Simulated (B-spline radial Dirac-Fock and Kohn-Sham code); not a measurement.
Auger decay of the 3d3/2 hole in W⁵⁺

System: tungsten as W⁵⁺ in the configuration [Xe] 4f14 5d1.

Level of theory: independent-particle rates on relativistic LDA orbitals of the hole state (multipoles up to L = 3, Coulomb Auger matrix elements, transition energies from Dirac-Fock); an atomic code on a B-spline grid. Kinetic energies are configuration averages from the vacuum level; the two-hole energies are estimated from single-hole states.

```csv
transition,kinetic energy (eV),width (meV),share (%)
M4-N1N4,909.0,79.5,4.6
M4-N2N4,1015.7,69.6,4.0
M4-N3N4,1080.3,144,8.2
M4-N4N4,1250.8,127,7.3
M4-N4N5,1262.9,254,14.5
M4-N4N7,1480.7,150,8.6
M4-N4N6,1481.0,122,7.0
M4-N5N6,1491.2,132,7.6
M4-N6N6,1707.3,114,6.5
M4-N6N7,1708.8,332,19.0
```

The listed channels hold 87 % of the non-radiative rate. Summed by principal shells, of 1.75 eV in all: MNN 95.4 %, MNO 4.6 %.

Values without a named source are computed, but for edge energies of neutral atoms, which are taken from tables.
